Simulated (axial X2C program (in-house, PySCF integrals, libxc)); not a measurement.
What spin–orbit coupling does to TaCl

Computed with an in-house relativistic program for diatomic molecules. Spin-free means the one-electron spin-free X2C Hamiltonian; two-component (2c) means X2C with spin–orbit coupling and atomic mean-field two-electron Coulomb and Gaunt terms, so the difference of the two also holds small scalar two-electron terms. Basis: Ta dyall-cv3z [13s14p9d7f4g], Cl dyall-av3z [9s8p3d2f] (cores contracted in-house); Gaussian nuclei, density fitting, unrestricted open shells. Masses: Ta 180.948 u, Cl 34.969 u.

Spin-free state: M_S = 2, Λ = 1 (beyond evenly filled blocks: σα, π+α, δ+α, δ-α); fragments Ta + Cl.

| level | Re (Å) | ωe (cm⁻¹) | De (eV) | μ (D) |
| --- | --- | --- | --- | --- |
| PBE0 | 2.277 | 381.9 | 4.519 | -2.84 |

Dipoles are positive if Cl is the positive end.

Two-component determinant lowest at the distance of the search:

Ω = 1 (⟨Sz⟩ = 1.97, ⟨Lz⟩ = -0.97 at PBE0); fragments Ta + Cl.

```csv
level,Re (Å),ωe (cm⁻¹),μ (D)
PBE0,2.276,381.6,-2.80
```

Task: From the two tables, how do the constants change at the PBE0 level (2c against spin-free)?

Result: At the PBE0 level Re drops by 0.001 Å and ωe goes down by 0.3 cm⁻¹.

The state is one determinant whose occupation by symmetry is held fixed; it was picked as the lowest of a PBE0 search that is not exhaustive. De is counted from the lowest determinant-based energies of the atoms at the same level, without counterpoise correction. De is not given where an atomic determinant may have missed its ground term or J level, or where the truncated virtual space spoils (T). Density functionals use the spin component along the axis (collinear). Other states lie close and PBE0, whose exact exchange favours high spin, may order them wrongly; the determinant shown need not be the ground state. The nearest other spin-free determinant of the search, M_S = 1, Λ = 0, lies 0.12 eV up at the distance of the search. The functionals have no current-density term, which raises determinants with orbital currents, atoms included. With several unpaired electrons one determinant need not be a pure state. Open-shell Ω = 0 determinants with evenly filled partner blocks cannot be reached by this program, so the Ω shown need not be the lowest component.
